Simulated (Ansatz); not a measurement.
A made-up structure of SiH2IO (charge -1), closed shell:

O1  (-0.350, -0.786, 0.313)
Si2  (0.488, -0.010, -0.743)
I3  (-0.692, 1.780, 0.317)
H4  (-1.191, -0.834, -0.152)
H5  (1.744, -0.150, 0.265)
(Å)

It is relaxed with PBE-D4/def2-SVPD and then PBE0-D4/def2-TZVPD (Ansatz 0.2.0). Atoms count as bonded within 1.22 times the sum of their covalent radii (H–H: 0.88 Å). The end point is not checked to be a true minimum.

(1) Does its bonding change? (A judgement: the text doesn't fix the answer.)

Results:

(1) By the calculation: No: no bond forms or breaks.

Where it ends: The first stage lowers the energy by 2.18 eV in 7 steps. It ends as SiH₂IO ([OH][SiH][I]), total charge -1:
O1  (-0.432, -1.116, 0.251)
Si2  (0.460, 0.013, -0.685)
I3  (-0.439, 2.384, 0.366)
H4  (-1.253, -1.322, -0.197)
H5  (1.664, 0.042, 0.266)
(Å)

Labels in which every atom is bracketed show which atoms are joined, not bond orders.

For scale, one of the runs: PBE0-D4/def2-TZVPD relaxation, 160 basis functions, launched by `ansatz run in.yaml --threads 2 --pin off --events-out ev --progress --plain --max-ram 4352MiB`. The run took about 26 s on 2 CPU threads of an Arm Neoverse V1 (shared host).
